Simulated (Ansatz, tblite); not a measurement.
Removing an electron: In₁₁As₁₀H₂₈⁻, a nanocrystal cut from wurtzite InAs (hydrogen-capped). The state is a singlet with charge -1. Geometry: PBE-D4/def2-SVP. Ansatz, gas phase; energy differences of separate SCF runs; the oxidised species was run as a doublet alone.

```xyz
49

In    0.040    1.594   -4.556
As   -0.773   -1.022   -4.964
In    1.416    3.700   -1.329
As   -0.104    4.544    0.729
As    0.432    1.329   -1.925
In   -1.827    0.954   -0.551
In   -0.989   -2.897   -3.026
As   -2.439   -1.631   -1.183
In   -0.563    3.219    3.113
As   -1.336    0.884    2.050
In   -3.632    0.567    3.373
In   -2.676   -3.423    0.782
As   -4.152   -2.045    2.573
As    3.743    3.215   -0.021
In    2.364   -0.415   -1.392
As    1.382   -2.876   -1.841
In    4.344    1.533    2.096
As    2.631   -0.366    1.271
In    0.468   -0.905    2.768
In    1.576   -4.637    0.219
As   -0.219   -3.320    1.768
H    -1.382    2.544   -4.916
H     1.563    1.702   -5.407
H    -2.117   -1.055   -5.698
H     0.019   -1.674   -6.101
H     1.652    4.923   -2.560
H    -1.458    4.765    0.053
H     0.204    6.034    0.923
H    -3.142    1.994   -1.057
H    -1.621   -4.408   -3.636
H    -3.838   -1.597   -1.809
H    -1.944    4.057    3.795
H     1.028    3.151    3.829
H    -4.942    1.458    2.633
H    -3.365    0.420    5.096
H    -3.372   -4.966    0.348
H    -5.594   -2.184    2.071
H    -4.336   -2.987    3.767
H     4.392    4.590    0.183
H     4.661    2.801   -1.173
H     3.859   -0.104   -2.254
H     2.298   -3.432   -2.937
H     3.782    2.400    3.496
H     5.993    1.035    1.790
H     3.465   -1.638    1.472
H     0.822   -1.004    4.479
H     0.869   -6.155   -0.290
H     3.166   -4.466    0.929
H    -0.348   -4.204    3.015
```

In the def2 sets In takes a core potential; there is no spin–orbit coupling. The xTB rows come from tblite. Single mean-field runs in def2-TZVP are fitted with def2-universal-jkfit. HOMO above LUMO, or a gap near zero within one spin, warns that the state may not be the lowest or that an electron is smeared out.

(1) Estimate orbital energies and vertical ionisation energies at: GFN1-xTB; GFN2-xTB; PBE-D4/def2-TZVP; BLYP-D4/def2-TZVP; PBE0-D4/def2-TZVP.

Answers

(1) 
```tsv
level	−HOMO (eV)	vertical IE (eV)	−LUMO (eV)	HOMO–LUMO gap (eV)	remarks
GFN1-xTB	6.94	8.14	4.25	2.69	–
GFN2-xTB	7.74	8.98	4.81	2.93	–
PBE-D4/def2-TZVP	3.26	4.67	0.03	3.23	gap within one spin near zero (doublet)
BLYP-D4/def2-TZVP	3.11	4.59	-0.01	3.12	gap within one spin near zero (doublet)
PBE0-D4/def2-TZVP	4.12	5.07	-0.68	4.81	–
```

  Raw xTB energy differences between charge states are shifted by several eV; the methods need an empirical correction for them.
